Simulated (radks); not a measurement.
Bi3+, 80 electrons, occupied as [Xe] 4f14 5d9 6s2 5f1 (not the ground configuration). Calculated with a radial shooting solver on a logarithmic mesh with Libxc functionals: scalar-relativistic Kohn-Sham, PBE, spin-polarised, spherical densities, finite nucleus; open shells are filled with parallel spins first (spin-orbit coupling, left out, can overturn this in heavy ions); Fermi nuclear charge, rms radius 5.5211 fm.

Normalised radial functions P(r) = r R(r), r in bohr:

r,5f up
0.002089,0.0000
0.002451,0.0000
0.002854,0.0000
0.003349,0.0000
0.003898,0.0000
0.004575,0.0000
0.005326,0.0000
0.0062,0.0000
0.007276,0.0000
0.00847,0.0000
0.00994,0.0000
0.01157,0.0000
0.01358,0.0001
0.01581,0.0001
0.0184,0.0002
0.0216,0.0004
0.02514,0.0006
0.0295,0.0011
0.03435,0.0018
0.04031,0.0030
0.04693,0.0049
0.05463,0.0078
0.06411,0.0124
0.07463,0.0188
0.08758,0.0284
0.102,0.0409
0.1196,0.0579
0.1393,0.0777
0.1622,0.1002
0.1903,0.1246
0.2215,0.1454
0.26,0.1602
0.3026,0.1632
0.3552,0.1502
0.4135,0.1205
0.4813,0.0736
0.5648,0.0080
0.6576,-0.0658
0.7717,-0.1501
0.8983,-0.2311
1.054,-0.3119
1.227,-0.3816
1.429,-0.4427
1.677,-0.4964
1.952,-0.5352
2.291,-0.5587
2.667,-0.5594
3.129,-0.5326
3.643,-0.4788
4.241,-0.4003
4.977,-0.3018
5.794,-0.2076
6.799,-0.1218
7.915,-0.0623
9.289,-0.0250
10.81,-0.0084

5f up: eigenvalue -13.444 eV, 1 radial node at r = 0.575 bohr, <r> = 3.08 bohr, 90 % of the charge inside 4.89 bohr.
